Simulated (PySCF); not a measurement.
Stepwise substitution at one centre (Al Br-H). Gas-phase values, no solvent. Strings in code marks are SMILES.

Computed with PBE-D3(BJ)/def2-TZVP // B3LYP-D3(BJ)/def2-TZVP (PySCF). Excitations are Tamm–Dancoff values on a coarser integration grid. The basis has no diffuse functions, so Rydberg states are missing or too high.

```
species                             S1–T1 gap (TDA) (eV)  dipole moment (D)  T1 excitation (TDA) (eV)  HOMO (eV)
----------------------------------  --------------------  -----------------  ------------------------  ---------
0 of 3 Br replaced by H                             0.24               0.00                         ?      -7.36
1 of 3 Br replaced by H                                ?               0.82                         ?      -7.38
2 of 3 Br replaced by H                             0.22               1.13                      4.36      -7.02
3 of 3 Br replaced by H (`[AlH3]`)                     –               0.00                         –      -7.30
```

Problem. What belongs in the gaps?

Solution. 
- 0 of 3 Br replaced by H, T1 excitation (TDA) (eV): 4.80
- 1 of 3 Br replaced by H, S1–T1 gap (TDA) (eV): 0.11
- 1 of 3 Br replaced by H, T1 excitation (TDA) (eV): 4.89
